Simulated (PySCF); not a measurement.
Electron correlation in Al⁺ (aluminium, charge +1)

[Ne] 3p2, high-spin 3P determinant (an excited configuration). All numbers are calculated (PySCF 2.14, no relativity, point nucleus, in aug-cc-pV(D+d)Z (5s4p3d, 32 functions)). Frozen: [Ne]; 2 electrons correlated.

With two correlated electrons CCSD is exact within the correlated space (frozen core and kept virtual orbitals).

```csv
level,correlation energy (mhartree)
CCSD,-8.56
```

Diagnostics: T1 = 0.00080, D1 = 0.0011, largest double amplitude 0.066.

Question: Is a single reference adequate?

Answer: Yes: T1 lies below 0.03 and no double amplitude reaches 0.07.
